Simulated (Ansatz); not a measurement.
Ansatz (an electronic-structure program) input for C2H5BCl2, SMILES CCB(Cl)Cl, PBE0/def2-SVPD. Geometry: B3LYP-D3(BJ)/def2-SVP. One conformer was computed; it need not be the lowest.

Ansatz 0.2 input:
```yaml
crystal:
  periodic: [false, false, false]
  atoms:
    - {symbol: B, position_ang: [-0.11088327, 0.17940440, -0.00000001]}
    - {symbol: Cl, position_ang: [1.62210753, -0.13903857, -0.00000000]}
    - {symbol: Cl, position_ang: [-0.63603637, 1.86500170, 0.00000000]}
    - {symbol: C, position_ang: [-1.17151150, -0.97078154, -0.00000000]}
    - {symbol: C, position_ang: [-0.65880885, -2.41252070, 0.00000000]}
    - {symbol: H, position_ang: [-1.83247175, -0.78589951, -0.86924621]}
    - {symbol: H, position_ang: [-1.83247175, -0.78589951, 0.86924621]}
    - {symbol: H, position_ang: [-0.03606318, -2.61602545, 0.88495057]}
    - {symbol: H, position_ang: [-0.03606317, -2.61602545, -0.88495056]}
    - {symbol: H, position_ang: [-1.48980137, -3.13473196, -0.00000000]}
basis:
  gaussian:
    orbitals: def2-SVPD
hamiltonian:
  xc: {name: PBE0}
```

It prints:

```
WARN ansatz: RAYON_NUM_THREADS=1 ignored (pool sized by the plan → 1); use --threads N
Functional definition: PBE0
integrals: 0.10 GiB planned
1389 factors; their error is unknown
mean field: 0.79 GiB planned
mean field evaluation 1: about -27853.4867 eV, gradient 4.5e1 eV
mean field evaluation 2: about -27851.4874 eV, gradient 5.2e1 eV
mean field evaluation 4: about -27858.5439 eV, gradient 2.0e0 eV
mean field evaluation 8: about -27858.6943 eV, gradient 2.9e-2 eV
mean field evaluation 16: about -27858.6943 eV, gradient 2.7e-5 eV
mean field -27858.69426697 eV, -1023.7881310101 hartree, gradient 2.7e-5 eV, S^2 0.000000; 0 other end points of the search recorded, 0 dependent functions left out
reference -27858.69430670 eV, -1023.7881324699 hartree; 28, 28 occupied and 126, 126 virtual orbitals, 1389 factors
Total energy: -27858.69430670 eV, -1023.7881324699 hartree
```

Self-consistency was reached.

Cost: roughly 7 core-seconds.
